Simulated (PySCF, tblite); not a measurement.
Isomers of C6H14S2Si. Computed with GFN2-xTB (tblite): harmonic, unscaled wavenumbers at the GFN2-xTB geometry, gas phase. This tight-binding method is rough: wavenumbers can miss measured ones by several per cent, in bad cases by 10 to 20. Modes of hydrogen on silicon can be 10 to 20 % off. One conformer each.

Electronic energies: PBE0/pcSseg-1 single points on the GFN2-xTB geometries (PySCF, gas phase).

```
                 SMILES  electronic energy, lowest = 0 (kcal/mol)
   CS[Si@H](C)SC1(C)CC1                                      22.3
  CS[C@]1([SiH3])CCCSC1                                      50.0
    CC(C)(C)[SiH]1SCCS1                                       0.0
CS[Si@@H]1C[C@H]1SC(C)C                                      53.0
```

How do GFN2-xTB zero-point energies change the relative energies?

| SMILES | ZPE (kcal/mol) | of it from modes above 1550 cm⁻¹ | electronic (kcal/mol) | with ZPE, lowest = 0 (kcal/mol) | lowest mode (cm⁻¹) | rings |
| --- | --- | --- | --- | --- | --- | --- |
| CC(C)(C)[SiH]1SCCS1 | 118.1 | 59.2 | 0.0 | 0.0 | 35 | 1 |
| CS[Si@H](C)SC1(C)CC1 | 115.5 | 59.9 | 22.3 | 19.8 | 31 | 1 |
| CS[C@]1([SiH3])CCCSC1 | 114.1 | 56.8 | 50.0 | 46.0 | 76 | 1 |
| CS[Si@@H]1C[C@H]1SC(C)C | 115.3 | 59.7 | 53.0 | 50.2 | 31 | 1 |

The zero-point energies span 4.0 kcal/mol, from `CS[C@]1([SiH3])CCCSC1` to `CC(C)(C)[SiH]1SCCS1`. The order is unchanged.

And how do the electronic energies of GFN2-xTB itself compare?

`CC(C)(C)[SiH]1SCCS1` 0.0; `CS[Si@H](C)SC1(C)CC1` 25.0; `CS[C@]1([SiH3])CCCSC1` 36.2; `CS[Si@@H]1C[C@H]1SC(C)C` 61.7 kcal/mol, lowest = 0. Against the energies above, taken from the same isomer `CC(C)(C)[SiH]1SCCS1`, the largest difference is 13.8 kcal/mol.

What do entropy and thermal enthalpy add at 298.15 K and 1 bar (rigid rotor, harmonic oscillator, one conformer each)?

```json
{"SMILES": "CC(C)(C)[SiH]1SCCS1", "point group": "C1", "symmetry number": "1", "S (cal/(mol K))": "110.2", "H − H(0) (kcal/mol)": "8.38", "ZPE + H − H(0) − TS (kcal/mol)": "93.6"}
{"SMILES": "CS[Si@H](C)SC1(C)CC1", "point group": "C1", "symmetry number": "1", "S (cal/(mol K))": "119.6", "H − H(0) (kcal/mol)": "9.33", "ZPE + H − H(0) − TS (kcal/mol)": "89.2"}
{"SMILES": "CS[C@]1([SiH3])CCCSC1", "point group": "C1", "symmetry number": "1", "S (cal/(mol K))": "106.1", "H − H(0) (kcal/mol)": "8.12", "ZPE + H − H(0) − TS (kcal/mol)": "90.5"}
{"SMILES": "CS[Si@@H]1C[C@H]1SC(C)C", "point group": "C1", "symmetry number": "1", "S (cal/(mol K))": "120.6", "H − H(0) (kcal/mol)": "9.29", "ZPE + H − H(0) − TS (kcal/mol)": "88.6"}
```
